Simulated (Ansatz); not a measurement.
Relaxation of a periodic cell of 17 atoms, Si₁₆O (host Si, host structure diamond, interstitial O), to a largest force component of 0.08 eV/Å in at most 25 steps.

Level of theory: DFT PBE, scalar-relativistic, plane waves, PAW in Ansatz 0.2.0. Settings: PAW set soft_1, cutoff 420 eV, k mesh 2x2x2, fermi-dirac smearing 0.02 eV, spin collinear.

```xyz
17
Lattice="0.0000 5.4300 5.4300 5.4300 0.0000 5.4300 5.4300 5.4300 0.0000" Properties=species:S:1:pos:R:3:forces:R:3
Si 0.000 0.000 0.000 -0.04 0.02 -0.18
Si 1.357 1.357 1.357 -0.38 -0.37 0.37
Si 2.715 2.715 0.000 0.06 -0.02 -0.01
Si 4.072 4.072 1.357 0.34 0.31 0.31
Si 2.715 0.000 2.715 0.19 0.01 0.01
Si 4.072 1.357 4.072 0.13 -0.12 -0.11
Si 5.430 2.715 2.715 -0.03 -0.18 0.02
Si 6.787 4.072 4.072 -0.41 0.39 -0.39
Si 0.000 2.715 2.715 -0.03 0.16 -0.01
Si 1.357 4.072 4.072 -0.09 0.10 -0.10
Si 2.715 5.430 2.715 -0.14 0.01 0.00
Si 4.072 6.787 4.072 0.30 -0.28 -0.28
Si 2.715 2.715 5.430 -0.02 0.01 0.00
Si 4.072 4.072 6.787 0.13 0.10 0.11
Si 5.430 5.430 5.430 -0.03 0.00 0.17
Si 6.787 6.787 6.787 -0.09 -0.11 0.10
O 5.480 5.412 2.712 0.12 -0.04 -0.02
```

Question: Where does it end, and by what steps?

Answer: It converged. Limits of this set-up: coarse k mesh, a small cell, in which the defect meets its images. After 16 steps the energy has fallen by 3.486 eV; O17 moved furthest, 1.38 Å. Joined: Si2–O17 (2.33 → 1.67 Å), Si5–O17 (2.66 → 1.66 Å).

```
step  energy less start (eV)  largest force component (eV/Å)  accepted
   0                  0.0000                           0.408       yes
   1                 -0.0760                           0.317       yes
   2                 -0.2693                           1.382       yes
   3                 -0.7135                           1.043       yes
   4                 -1.0400                           0.570       yes
   5                 -1.1882                           0.354       yes
   6                 -1.2761                           0.247       yes
   7                 -1.4080                           0.625       yes
   8                 -1.5963                           0.830       yes
   9                 -1.7673                           1.174       yes
  10                 -1.9204                           0.675       yes
  11                 -2.1187                           1.036       yes
  12                 -2.5576                           1.968       yes
  13                 -3.0999                           1.646       yes
  14                 -3.4241                           0.314       yes
  15                 -3.4806                           0.093       yes
  16                 -3.4861                           0.025       yes
```

```xyz
17
Lattice="0.0000 5.4300 5.4300 5.4300 0.0000 5.4300 5.4300 5.4300 0.0000" Properties=species:S:1:pos:R:3
Si -0.300 0.114 -0.195
Si 1.011 1.421 1.216
Si 2.805 2.498 0.220
Si 4.060 4.114 1.380
Si 2.691 -0.268 2.943
Si 3.792 1.513 3.937
Si 5.403 2.765 2.769
Si 6.829 3.830 4.351
Si -0.071 2.773 2.751
Si 1.241 4.182 4.086
Si 2.682 5.453 2.734
Si 4.109 6.723 4.102
Si 2.574 2.821 5.469
Si 4.032 4.096 6.819
Si 5.466 5.385 5.486
Si 6.739 6.821 6.839
O 6.717 5.470 2.105
```

Time of the run: 4.5 min on 1 thread of Arm Neoverse V2 (shared host), peak memory 0.66 GiB.
